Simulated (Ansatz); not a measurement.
MgN, multiplicity 4 (lowest of 2S+1 = 2, 4 at CCSD(T)/def2-TZVPP on PBE0 minima; our sources give no spin for the ground state, which may be another), most abundant isotopes (14.0031 and 23.9850 u). Constants from fifth-degree fits in 1/R to seven points on the lowest solution found; no spin–orbit coupling, no relativity up to Kr; ω_e x_e and α_e move by some per cent with the fit.

Correlated levels freeze the inner cores; with def2 sets outer-core shells near the valence are correlated too.

Run with Ansatz (Gaussian orbitals). 

Total energies (hartree; each atom in its lowest state at that level) and vibrational constants (cm⁻¹):

```
level               E(MgN) at r_e        E(N)        E(Mg)  ω_e  ω_e x_e
------------------  -------------  ----------  -----------  ---  -------
PBE/def2-TZVPP        -254.514819  -54.532142  -199.942973  453      5.7
B3LYP/def2-TZVPP      -254.726491  -54.603975  -200.091523  456      6.6
wB97M-V/def2-TZVPP    -254.674393  -54.592608  -200.059534  462      7.6
CCSD(T)/def2-QZVPP    -254.399514  -54.525016  -199.855391  487      7.9
```

Q: Work out D_e and D₀ in eV.

A: 
D_e = E(N) + E(Mg) − E(molecule), times 27.2114 eV; D₀ = D_e − (ω_e/2 − ω_e x_e/4)/8065.54.
- PBE/def2-TZVPP: D_e = 1.080, zero point 0.028, D₀ = 1.052 eV
- B3LYP/def2-TZVPP: D_e = 0.843, zero point 0.028, D₀ = 0.815 eV
- wB97M-V/def2-TZVPP: D_e = 0.605, zero point 0.028, D₀ = 0.577 eV
- CCSD(T)/def2-QZVPP: D_e = 0.520, zero point 0.030, D₀ = 0.490 eV
No counterpoise correction is made.

Ansatz is a first-principles code.
